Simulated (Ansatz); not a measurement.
Ideal-gas functions of `[F][Ga]1[SiH2][CH]1I` at 298.15 K and 1 bar, from an Ansatz frequency run at PBE0-D4/def2-TZVP.

Molar mass 258.75 g/mol, point group C1 (symmetry number 1), electronic degeneracy 1, moments of inertia 181.827, 937.99, 1102.612 u Å². Harmonic wavenumbers (cm⁻¹, unscaled): 70, 98, 132, 138, 271, 340, 356, 556, 585, 678, 698, 778, 838, 930, 1068, 2199, 2236, 3034.

Use S(trans) = R[1.5 ln M + 2.5 ln T − 1.1517]; rotational temperatures θ = 24.2544 K / I; S(rot) = R[ln(√π/σ · √(T³/θAθBθC)) + 1.5]; for each mode x = 1.438777 ν̃/T, S = R[x/(eˣ − 1) − ln(1 − e⁻ˣ)] and H = RT x/(eˣ − 1); 1 cm⁻¹ = 0.0119627 kJ/mol; R = 8.31446 J/(mol·K).

Question: By hand: the entropy, in J/(mol·K).

Answer: Translation 178.1. Rotation: θ = 0.1334, 0.0259, 0.022 K, giving 127.7. Vibration, mode by mode: 17.38, 14.62, 12.20, 11.85, 6.65, 5.07, 4.77, 2.23, 1.99, 1.39, 1.29, 0.95, 0.75, 0.52, 0.30, 0.00, 0.00, 0.00, in all 82.0. Electronic 0.0. Sum 387.8 J/(mol·K).

Question: By hand: H − E and G − E in kJ/mol, counted from the electronic energy.

Answer: Zero-point energy ½ × 15005 × 0.0119627 = 89.8; thermal vibration 12.8; translation, rotation and pV give 4 RT = 9.9. H − E = 112.5 kJ/mol, and G − E = 112.5 − 298.15 × 387.8/1000 = -3.1 kJ/mol.

Vibration gives 21 % of the entropy, 56.0 J/(mol·K) of it from the modes under 150 cm⁻¹: soft modes count most, and the harmonic formula is weakest for them. The sum counts one conformer and one mirror image; others add a mixing term.
